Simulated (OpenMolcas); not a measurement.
# Multiconfigurational calculation on V2+

Input:

```
&GATEWAY
Coord
1

V 0.0 0.0 0.0
Basis=ANO-R2
Group=XYZ
NoMove
AngMom=0.0 0.0 0.0
AMFI
&SEWARD
* reference wave functions (RASSCF and RASSI steps not shown): 3 electrons in 10 orbitals (3d 4d)
>>> COPY JOB001 $Project.JobIph
&CASPT2
Multistate=10 1 2 3 4 5 6 7 8 9 10
NoMult
Frozen=2 3
IPEA=0.6
Shift=0.3
MaxIter=60
WThr=0.0 0.3 0.05
PrWF=0.5
NoMix
>>> COPY JOB002 $Project.JobIph
&CASPT2
Multistate=35 1 2 3 4 5 6 7 8 9 10 11 12 13 14 15 16 17 18 19 20 21 22
23 24 25 26 27 28 29 30 31 32 33 34 35
NoMult
Frozen=2 3
IPEA=0.6
Shift=0.3
MaxIter=60
WThr=0.0 0.3 0.05
PrWF=0.5
NoMix
```

Launched by
```bash
OMP_NUM_THREADS=1 MOLCAS_MEM=2252 MOLCAS_PROJECT=a pymolcas a.inp > a.log  # once for each step of the input, in one work folder
```

Output, cut to the results:

```
--- CASPT2 ---
Orbital specifications:
      -----------------------

      Symmetry species                           1   2
                                                ag  au
      Frozen orbitals                            2   3
      Inactive orbitals                          1   3
      Active orbitals                           10   0
      Secondary orbitals                        22  20
      Deleted orbitals                           0   0
      Number of basis functions                 35  26
Type of calculation                        SS-CASPT2
      Fock operator                              state-specific
      IPEA shift                                 0.60
      Real shift                                 0.30
      Imaginary shift                            0.00
      The input orbitals will be transformed to quasi-canonical
Reference energy:        -947.4481997702
      E2 (Non-variational):      -0.3085087178
      Shift correction:          -0.0129852432
      E2 (Variational):          -0.3214939610
      Total energy:            -947.7696937312
      Residual norm:              0.0000002750
      Reference weight:           0.95851
      Contributions to the CASPT2 correlation energy
      Active & Virtual Only:         -0.0108353024
      One Inactive Excited:          -0.1385232069
      Two Inactive Excited:          -0.1591502084
Reference energy:        -947.4481997702
      E2 (Non-variational):      -0.3071537017
      Shift correction:          -0.0128244803
      E2 (Variational):          -0.3199781820
      Total energy:            -947.7681779521
      Residual norm:              0.0000001460
      Reference weight:           0.95900
      Contributions to the CASPT2 correlation energy
      Active & Virtual Only:         -0.0105956396
      One Inactive Excited:          -0.1377203106
      Two Inactive Excited:          -0.1588377515
::    CASPT2 Root  1     Total energy:   -947.76969373
::    CASPT2 Root  2     Total energy:   -947.76817795
::    CASPT2 Root  3     Total energy:   -947.76843376
::    CASPT2 Root  4     Total energy:   -947.76908055
::    CASPT2 Root  5     Total energy:   -947.76937810
::    CASPT2 Root  6     Total energy:   -947.76973206
::    CASPT2 Root  7     Total energy:   -947.76864703
::    CASPT2 Root  8     Total energy:   -947.71502181
::    CASPT2 Root  9     Total energy:   -947.71495882
::    CASPT2 Root 10     Total energy:   -947.71502215
--- CASPT2 ---
Orbital specifications:
      -----------------------

      Symmetry species                           1   2
                                                ag  au
      Frozen orbitals                            2   3
      Inactive orbitals                          1   3
      Active orbitals                           10   0
      Secondary orbitals                        22  20
      Deleted orbitals                           0   0
      Number of basis functions                 35  26
Type of calculation                        SS-CASPT2
      Fock operator                              state-specific
      IPEA shift                                 0.60
      Real shift                                 0.30
      Imaginary shift                            0.00
      The input orbitals will be transformed to quasi-canonical
Reference energy:        -947.3843127773
      E2 (Non-variational):      -0.3154813080
      Shift correction:          -0.0135698570
      E2 (Variational):          -0.3290511650
      Total energy:            -947.7133639424
      Residual norm:              0.0000009780
      Reference weight:           0.95672
      Contributions to the CASPT2 correlation energy
      Active & Virtual Only:         -0.0142030642
      One Inactive Excited:          -0.1406587050
      Two Inactive Excited:          -0.1606195388
Reference energy:        -947.3843127773
      E2 (Non-variational):      -0.3154858405
      Shift correction:          -0.0135661209
      E2 (Variational):          -0.3290519613
      Total energy:            -947.7133647387
      Residual norm:              0.0000009262
      Reference weight:           0.95674
      Contributions to the CASPT2 correlation energy
      Active & Virtual Only:         -0.0142171325
      One Inactive Excited:          -0.1407065629
      Two Inactive Excited:          -0.1605621451
::    CASPT2 Root  1     Total energy:   -947.71336394
::    CASPT2 Root  2     Total energy:   -947.71336474
::    CASPT2 Root  3     Total energy:   -947.71346094
::    CASPT2 Root  4     Total energy:   -947.71349208
::    CASPT2 Root  5     Total energy:   -947.71355131
::    CASPT2 Root  6     Total energy:   -947.71338663
::    CASPT2 Root  7     Total energy:   -947.71336028
::    CASPT2 Root  8     Total energy:   -947.71365488
::    CASPT2 Root  9     Total energy:   -947.71362678
::    CASPT2 Root 10     Total energy:   -947.69091060
::    CASPT2 Root 11     Total energy:   -947.69118132
::    CASPT2 Root 12     Total energy:   -947.69124960
::    CASPT2 Root 13     Total energy:   -947.69079442
::    CASPT2 Root 14     Total energy:   -947.69107780
::    CASPT2 Root 15     Total energy:   -947.69101685
::    CASPT2 Root 16     Total energy:   -947.69113955
::    CASPT2 Root 17     Total energy:   -947.69093349
::    CASPT2 Root 18     Total energy:   -947.69123591
::    CASPT2 Root 19     Total energy:   -947.69094601
::    CASPT2 Root 20     Total energy:   -947.69094307
::    CASPT2 Root 21     Total energy:   -947.69762574
::    CASPT2 Root 22     Total energy:   -947.69762580
::    CASPT2 Root 23     Total energy:   -947.69762337
::    CASPT2 Root 24     Total energy:   -947.69266192
::    CASPT2 Root 25     Total energy:   -947.69265791
::    CASPT2 Root 26     Total energy:   -947.69262949
::    CASPT2 Root 27     Total energy:   -947.69258263
::    CASPT2 Root 28     Total energy:   -947.69266975
::    CASPT2 Root 29     Total energy:   -947.63941969
...
```

Levels above the lowest, from the spin-orbit matrix with the single-state CASPT2 energies, averaged by term, on its diagonal:

```tsv
Configuration	Term	J	E (cm⁻¹)	Measured (cm⁻¹)	g	Term weight %	Second
3d³	⁴F	3/2	0.0	0.0	0.399	100	
3d³	⁴F	5/2	153	146	1.029	100	
3d³	⁴F	7/2	364	342	1.239	100	
3d³	⁴F	9/2	628	584	1.334	100	
3d³	⁴P	1/2	12050	11514	2.664	100	
3d³	⁴P	3/2	12130	11592	1.732	99	
3d³	⁴P	5/2	12310	11770	1.601	100	
3d³	²G	7/2	12420	11966	0.889	100	
3d³	²G	9/2	12660	12187	1.111	100	
3d³	²P	1/2	15930	15580	0.672	100	
3d³	²P	3/2	15990	15550	1.275	88	12 ²D
3d³	²D	3/2	17100	16330	0.862	88	12 ²P
3d³	²D	5/2	17250	16375	1.201	100	
3d³	²H	9/2	17390	16811	0.910	100	
3d³	²H	11/2	17580	16978	1.091	100	
3d³	²F	7/2	28740	27728	1.143	100	
3d³	²F	5/2	28830	27847	0.857	100
```

Against the 16 measured excited levels shown (Sugar and Corliss, J. Phys. Chem. Ref. Data 7, 1191 (1978)) the mean absolute deviation is 510 cm-1; the largest miss in energy is 3d³ ²F_7/2: computed 28740, measured 27728 cm⁻¹ (+3.6 %), and the largest in proportion 3d³ ⁴F_9/2 (+7.6 %).

Term energies are means over components that CASPT2 splits; among the terms shown or strongly mixed into the levels shown the widest spread is 340 cm-1 (3d³ ⁴F). Some levels mix across a computed gap that differs much from the measured one, so their mixing is not that of the real levels. Active for correlation alone: 4d; no level in the range computed is led by a configuration that fills it, so any true level of that kind is missing. Measured partners are found by configuration, term and J. A level has none where our copy of the source lacks it or the pairing is in doubt (some pairs that miss far off the trend of their configuration count as doubtful), and it then counts in no deviation. Levels of configurations outside the active space are missing. The first state left out of the spin-orbit step lies near 51000 cm-1 above the lowest spin-free state of the reference (among the parities and spins computed), and the list stops at four fifths of that energy or lower.

The CASPT2 steps took 3.4 min on 1 thread of Arm Neoverse V2, with other jobs on the host; the integral step is not counted.

The term weight is that of the spin-free term in the level, not the purity of its configuration.
